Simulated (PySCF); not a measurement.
# Relaxation of triplet [IrO2]-

Method: UB3LYP in PySCF with Ir def2-SVPD with ECP60, O def2-SVPD; scalar-relativistic core potentials, no spin–orbit coupling; density-fitted integrals. A (50,194) grid was used.

A start at or just off a symmetric point, pushed along the force that breaks its symmetry, of Cs symmetry, free to break it:

```xyz
3
charge -1 multiplicity 3, angstrom
Ir    0.0024    0.0000   -0.2670
O     0.6771    0.0000    1.5956
O    -0.7057    0.0000    1.6260
```

Problem. What does it relax to?

Solution. It ends at Cs with Ir–O 1.886 Å, O–O 1.326 Å; Ir–O–O 117.2°. A frequency run shows a minimum. Other isomers or separated fragments may lie lower.

Problem. How much energy is released, and in how many steps?

Solution. 38.7 kJ/mol in 16 steps.

Open d and f shells are described by one determinant, and the ground state may have another occupation or spin. At this level a singlet minimum of D∞h symmetry lies 472 kJ/mol below this structure. Spin–orbit coupling, left out here, can matter for elements this heavy.
